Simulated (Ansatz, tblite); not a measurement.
Forces on the cluster NiF2 at its r2SCAN-D4/def2-TZVP geometry. Charge 0, multiplicity 1.

The xTB rows come from tblite. Correlated methods freeze 7 core orbitals; core or outer-core shells of Ni are correlated, in sets that lack core-valence functions. At PBE-QIDH/def2-TZVP the restricted singlet (for correlated methods, its reference) is unstable: a solution with broken spin symmetry lies lower. The order of the spin states hangs on the level: the triplet lies 1.78 eV below the singlet at PBE0-D4/def2-TZVP, but 0.14 eV above it at GFN1-xTB. The structure comes from a short search, and lower isomers may exist.

GFN1-xTB (tblite), largest force 0.81 eV/Å:

```xyz
3
positions Å, forces eV/Å
Ni    0.537    0.143    0.193   -0.735   -0.196   -0.264
F    -0.801    1.121    0.501    0.558   -0.329   -0.082
F     0.264   -1.264   -0.694    0.177    0.525    0.346
```

GFN2-xTB (tblite), largest force 0.48 eV/Å:

```
Ni 0.442 0.118 0.159
F -0.156 -0.204 -0.152
F -0.286 0.086 -0.006
```

PBE-QIDH/def2-TZVP (Ansatz), largest force 0.31 eV/Å:

```
Ni -0.216 -0.058 -0.077
F 0.214 -0.209 -0.080
F 0.002 0.267 0.158
```
